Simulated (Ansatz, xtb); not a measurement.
## Relative energy of two structures of C5H8BN

Structure X is `BC1=CC(N)=CC1`, a singlet and structure Y is a singlet given by its coordinates. Both are isolated molecules in the gas phase, relaxed with B3LYP/def2-SVP; the shapes shown needn't be the lowest conformers.

X (Å):

```xyz
15

C     0.5049    1.4577    0.0048
C     0.5953    0.2633    0.6762
C     1.7917   -0.4760    0.2896
C     2.4647    0.2710   -0.6420
C     1.7225    1.5443   -0.8918
B    -0.6152    2.4785    0.1638
N     2.1473   -1.6856    0.8603
H    -0.6150    3.5153   -0.4598
H    -1.5272    2.2544    0.9266
H    -0.1301   -0.0962    1.4120
H     1.3845   -2.2590    1.2026
H     2.8486   -2.2255    0.3660
H     3.4011   -0.0073   -1.1287
H     1.4303    1.6689   -1.9535
H     2.3227    2.4455   -0.6542
```

Y (Å):

```xyz
15

C     0.2446    0.5582   -0.1883
C     0.4618    0.8026    1.2583
C     1.7947    0.3351    1.5325
C     2.3910   -0.1540    0.3849
C     1.4516   -0.0374   -0.6853
B     0.5430    2.1805    0.3036
N     1.6764   -0.4086   -1.9650
H     1.6345    2.6307    0.0604
H    -0.4334    2.8954    0.2948
H    -0.7310    0.4294   -0.6583
H    -0.3414    0.8144    1.9967
H     2.2905    0.4280    2.5012
H     3.4285   -0.4727    0.2772
H     2.6115   -0.6417   -2.2717
H     1.0009   -0.1842   -2.6834
```

Close contacts (Å): C1–C2 1.48, C1–C5 1.43, C1–B6 1.72, C2–C3 1.44, C2–B6 1.68, C3–C4 1.38, C4–C5 1.43, C5–N7 1.35, C1–H10 1.09, C2–H11 1.09, C3–H12 1.09, C4–H13 1.09, B6–H8 1.21, B6–H9 1.21, N7–H14 1.01, N7–H15 1.01.

Quicker runs give these differences E(Y) − E(X): GFN2-xTB −3.3 kcal/mol; HF/STO-3G +5.8 kcal/mol (at GFN2-xTB geometries); r2SCAN-D4/def2-SVP −7.1 kcal/mol (at GFN2-xTB geometries).

Which of the two would you expect CCSD(T)/def2-SVP + ΔMP2/def2-TZVPP electronic energies to favour?

Structure Y; the calculation gives E(Y) − E(X) = −2.3 kcal/mol.

The same difference at several levels:

| level | geometry | E(Y) − E(X) (kcal/mol) | departure from the last row (kcal/mol) | job, with rough time for the two |
| --- | --- | --- | --- | --- |
| GFN2-xTB | GFN2-xTB | −3.3 | −1.1 | optimisation, 3.3 s |
| HF/STO-3G | GFN2-xTB | +5.8 | +8.1 | single point, 4.2 s |
| r2SCAN-D4/def2-SVP | GFN2-xTB | −7.1 | −4.8 | single point, 22 s |
| B3LYP/def2-SVP | B3LYP/def2-SVP | −1.7 | +0.6 | optimisation, 4.6 min |
| HF/def2-SVP | B3LYP/def2-SVP | +4.9 | +7.2 | part of the CCSD(T) run |
| MP2/def2-SVP | B3LYP/def2-SVP | −6.0 | −3.7 | part of the CCSD(T) run |
| CCSD(T)/def2-SVP | B3LYP/def2-SVP | −2.7 | −0.4 | single point |
| CCSD(T)/def2-SVP + ΔMP2/def2-TZVPP | B3LYP/def2-SVP | −2.3 |  | single point, 4.5 min |

HF/STO-3G, HF/def2-SVP put the two in the other order. The largest departure from CCSD(T)/def2-SVP + ΔMP2/def2-TZVPP is that of HF/STO-3G, 8.1 kcal/mol. The last row adds to CCSD(T) the change of the MP2 difference between the two basis sets, here +0.4 kcal/mol.

With thermal terms from frequencies at re-optimised GFN2-xTB minima (ideal gas, soft modes damped towards free rotors, one conformer each, 298.15 K, 1 atm): the zero-point term adds +0.7 kcal/mol; ΔH is −2.1 and ΔG −1.0 kcal/mol.

The correlated steps freeze 7 core orbitals. Programs: Ansatz 0.2.0, xtb 6.7.1; the last row on 2 threads of Intel(R) Xeon(R) Processor @ 2.50GHz (Skylake/Cascade Lake) on a shared host.
